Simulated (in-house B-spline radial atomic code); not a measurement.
Orbital energies and mean radii along the 27-electron series, configuration [Ar] 3d9. The effective charge is n√(-2ε), a non-relativistic measure. Computed with a radial B-spline atomic code at the basis-set limit: non-relativistic Hartree-Fock, average of the configuration, point nuclei.

This level leaves out relativity, spin-orbit splitting included, which matters for heavy ions.

| ion | Z | energy of 3p (Eh) | mean radius of 3p (bohr) | energy of 1s (Eh) | mean radius of 1s (bohr) | energy of 3d (Eh) | mean radius of 3d (bohr) | effective charge of 3p |
| --- | --- | --- | --- | --- | --- | --- | --- | --- |
| Pm34+ | 61 | -97.043 | 0.25724 | -1632.34 | 0.024876 | -86.949 | 0.2276 | 41.794 |
| Sm35+ | 62 | -101.8 | 0.25204 | -1689.57 | 0.02447 | -91.48 | 0.22269 | 42.806 |
| Eu36+ | 63 | -106.66 | 0.24704 | -1747.8 | 0.024078 | -96.122 | 0.21799 | 43.817 |
| Gd37+ | 64 | -111.64 | 0.24224 | -1807.03 | 0.023698 | -100.88 | 0.21348 | 44.828 |
| Tb38+ | 65 | -116.73 | 0.23762 | -1867.26 | 0.02333 | -105.74 | 0.20916 | 45.839 |
| Dy39+ | 66 | -121.93 | 0.23317 | -1928.5 | 0.022973 | -110.72 | 0.20502 | 46.849 |
| Ho40+ | 67 | -127.25 | 0.22889 | -1990.73 | 0.022627 | -115.81 | 0.20104 | 47.858 |
| Er41+ | 68 | ? | ? | ? | ? | ? | ? | ? |
| Tm42+ | 69 | -138.2 | 0.22078 | -2118.19 | 0.021964 | -126.32 | 0.19353 | 49.876 |
| Yb43+ | 70 | -143.85 | 0.21694 | -2183.43 | 0.021648 | -131.74 | 0.18998 | 50.885 |
| Lu44+ | 71 | ? | ? | ? | ? | ? | ? | ? |
| Hf45+ | 72 | -155.48 | 0.20965 | -2316.89 | 0.021041 | -142.92 | 0.18327 | 52.901 |
| Ta46+ | 73 | -161.46 | 0.20618 | -2385.13 | 0.02075 | -148.68 | 0.18009 | 53.909 |
| W47+ | 74 | ? | ? | ? | ? | ? | ? | ? |
| Re48+ | 75 | -173.75 | 0.19958 | -2524.6 | 0.020192 | -160.52 | 0.17406 | 55.924 |

(1) Fill in the row of Er41+.

(2) Fill in the row of Lu44+.

(3) Fill in the row of W47+.

(4) How does the screening of 3p change?

Results:

(1) energy of 3p (Eh): -132.67; mean radius of 3p (bohr): 0.22477; energy of 1s (Eh): -2053.96; mean radius of 1s (bohr): 0.022291; energy of 3d (Eh): -121.01; mean radius of 3d (bohr): 0.19721; effective charge of 3p: 48.868.

(2) energy of 3p (Eh): -149.61; mean radius of 3p (bohr): 0.21323; energy of 1s (Eh): -2249.66; mean radius of 1s (bohr): 0.02134; energy of 3d (Eh): -137.27; mean radius of 3d (bohr): 0.18656; effective charge of 3p: 51.893.

(3) energy of 3p (Eh): -167.55; mean radius of 3p (bohr): 0.20283; energy of 1s (Eh): -2454.36; mean radius of 1s (bohr): 0.020467; energy of 3d (Eh): -154.54; mean radius of 3d (bohr): 0.17702; effective charge of 3p: 54.917.

(4) Z less the effective charge goes from 19.21 at Z = 61 to 19.08 at Z = 75.
